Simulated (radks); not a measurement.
Charge is removed step by step from the 4s down level of Sc, starting from [Ar] 3d1 4s(up 1, down 1). Method: scalar-relativistic Kohn-Sham, PBE, spin-polarised, spherical densities, finite nucleus; open shells are filled with parallel spins first; Fermi nuclear charge, rms radius 3.5459 fm; computed with a radial shooting solver on a logarithmic mesh with Libxc functionals.

removed (e)  E - E(0) (eV)  eigenvalue (eV)
0                    0.000           -4.029
0.1                  0.427           -4.505
0.2                  0.901           -4.986
0.3                  1.424           -5.470
0.4                  1.995           -5.958
0.5                  2.616           -6.450
0.6                  3.285           -6.948
0.7                  4.005           -7.453
0.8                  4.776           -7.968
0.9                  5.598           -8.471

The mean slope of the eigenvalue, de/dn, is 4.94 eV per electron.
